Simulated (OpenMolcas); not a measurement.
**Hf²⁺: effect of the level shift or regulariser**

| Item | Value |
| --- | --- |
| Program | OpenMolcas |
| Basis | ANO-RCC-VTZP [8s7p5d3f2g1h] |
| Scalar Hamiltonian | DKH2, point nucleus |
| Active space | 2 electrons in 5 orbitals (5d) |
| State averaging | 2S+1 = 3 even, 10 roots; 2S+1 = 1 even, 15 roots |
| Spin-orbit coupling | state interaction with AMFI integrals over the reference wave functions, term energies averaged over their components |

Methods on the same reference wave functions:
A. CASSCF
B. SS-CASPT2, IPEA 0.25 Eh, imaginary shift 0.1 Eh (closed shells correlated: 5s 5p)
C. SS-CASPT2, IPEA 0.25 Eh, real shift 0.2 Eh (closed shells correlated: 5s 5p)
D. SS-CASPT2, IPEA 0.25 Eh, sigma2 regulariser 0.3 Eh (closed shells correlated: 5s 5p)

Energies in cm⁻¹ above 5d² ³F₂.

```json
{"Level": "5d² ³F₂", "A": "0.0", "B": "0.0", "C": "0.0", "D": "0.0"}
{"Level": "5d² ³F₃", "A": "3029", "B": "3250", "C": "3350", "D": "3160"}
{"Level": "5d² ³F₄", "A": "6073", "B": "6250", "C": "6350", "D": "6160"}
{"Level": "5d² ¹D₂ [63 %]", "A": "10931", "B": "8390", "C": "7700", "D": "9150"}
{"Level": "5d² ³P₀", "A": "11020", "B": "9730", "C": "9830", "D": "9740"}
{"Level": "5d² ³P₁", "A": "12519", "B": "11540", "C": "11650", "D": "11450"}
{"Level": "5d² ³P₂ [66 %]", "A": "15838", "B": "14290", "C": "14240", "D": "14450"}
{"Level": "5d² ¹G₄", "A": "16641", "B": "15220", "C": "15330", "D": "15120"}
{"Level": "5d² ¹S₀", "A": "35546", "B": "27070", "C": "26950", "D": "28760"}
```

Among B to D the level of the table that moves most is 5d² ¹S₀, by 1800 cm-1 (lowest in C, highest in D). Moves below CASPT2's spread within the term are not significant.

From A to B the spin-free energies of the other terms of 5d² shown, above ³F, scale by factors of 0.57 to 0.87.

The lowest spin-free term lies below A's lowest term by 0.210 hartree in B, 0.210 hartree in C, 0.210 hartree in D.

Term energies are means over components that CASPT2 splits; among the terms shown or strongly mixed into the levels shown the widest spread is 430 cm-1 (5d² ¹G, B). Configurations with an s electron lie low in 5d ions of this charge, fall among these levels and mix in, so low-spin terms can stand far too high, up to twice their true height, and weights are not those of the real levels. Without dynamic correlation excited terms often stand tens of per cent too high (terms of higher spin than the ground term too low), and those without a measured partner can miss by more than the paired ones (holds for A). Levels of configurations outside the active space are missing.

A share in square brackets marks a mixed level and gives the weight of the term that names it, the lowest over the columns.
